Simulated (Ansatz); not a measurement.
Input for Ansatz (a quantum-chemistry and plane-wave program): R-PBE/def2-TZVPP on CH6GeS (SMILES C[S][GeH3]), a point of a torsion scan.

Ansatz 0.2 input:
```yaml
crystal:
  periodic: [false, false, false]
  atoms:
    - {symbol: C, position_ang: [1.54103607, 0.03492894, 0.13436832]}
    - {symbol: S, position_ang: [0.55504174, -0.43688848, -1.33609242]}
    - {symbol: Ge, position_ang: [-1.44648144, -0.55364699, -0.43627997]}
    - {symbol: H, position_ang: [2.02982563, -0.84911365, 0.53141261]}
    - {symbol: H, position_ang: [2.28967032, 0.74431734, -0.20320163]}
    - {symbol: H, position_ang: [0.90962922, 0.49570441, 0.88846021]}
    - {symbol: H, position_ang: [-1.51704041, -1.61892172, 0.62509548]}
    - {symbol: H, position_ang: [-2.42975152, -0.85558472, -1.51842539]}
    - {symbol: H, position_ang: [-1.78698091, 0.75399479, 0.22726707]}
basis:
  gaussian:
    orbitals: def2-TZVPP
hamiltonian:
  xc: {name: PBE}
scf: {lower_state_search: off}
```

It printed:

```
WARN ansatz: RAYON_NUM_THREADS=1 ignored (pool sized by the plan → 1); use --threads N
Functional definition: PBE
these checks for a lower state are left out or cut short: stability, starts, cluster_reference, orbital_swaps, neighbouring_geometries, increment
integrals: 0.13 GiB planned
1176 factors; their error is unknown
mean field: 0.83 GiB planned
mean field evaluation 1: about -68467.1790 eV, gradient 5.9e1 eV
mean field evaluation 2: about -68455.2281 eV, gradient 8.6e1 eV
mean field evaluation 4: about -68474.4747 eV, gradient 4.6e0 eV
mean field evaluation 8: about -68474.5268 eV, gradient 1.5e-1 eV
mean field evaluation 16: about -68474.5038 eV, gradient 1.9e-4 eV
mean field -68474.50379747 eV, -2516.3916008714 hartree, gradient 5.6e-6 eV, S^2 0.000000; 0 other end points of the search recorded, 0 dependent functions left out
reference -68474.50383702 eV, -2516.3916023250 hartree; 30, 30 occupied and 175, 175 virtual orbitals, 1176 factors
Total energy: -68474.50383702 eV, -2516.3916023250 hartree
Checks for a lower state left out: stability, starts, cluster_reference, orbital_swaps, neighbouring_geometries, increment
```

The calculation finished and met its thresholds.

Cost: very roughly 4 core-seconds.
